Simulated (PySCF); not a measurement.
Gas-phase reaction: 2 Cu + C4H8 (cis-2-butene) → 2 CuH + 2 C2H3 (vinyl)

Computed with PySCF (xtb for GFN2) and rigid-rotor harmonic-oscillator thermochemistry at 1 bar. † marks an energy on the PBE0/def2-TZVP geometry and frequencies; other levels use their own. 6-31G* has spherical d functions here. Open shells (unrestricted): Cu (multiplicity 2), C2H3 (vinyl) (multiplicity 2); the rest are closed-shell singlets. GFN2 has no spin-polarisation term. B3LYP is the form with VWN-RPA correlation. Cu: all electrons, no relativistic terms.

| level | ΔH°(298 K), kJ |
|---|---|
| B3LYP/6-31G* | 518 |
| B3LYP/def2-TZVP† | [?] |
| BLYP/def2-TZVP† | [?] |
| GFN2-xTB | -81 |
| M06-2X/def2-TZVP† | 595 |
| PBE/def2-TZVP† | 491 |
| PBE0/def2-QZVP† | 535 |
| r2SCAN/def2-TZVP† | 480 |
| LDA/def2-TZVP† | [?] |
| ωB97M-V/def2-TZVP† | 519 |
| ωB97X-V/def2-TZVP† | [?] |

**Question.** Complete the blanks.

**Answer.** 
- B3LYP/def2-TZVP†, ΔH°(298 K), kJ: 501
- BLYP/def2-TZVP†, ΔH°(298 K), kJ: 446
- LDA/def2-TZVP†, ΔH°(298 K), kJ: 545
- ωB97X-V/def2-TZVP†, ΔH°(298 K), kJ: 541
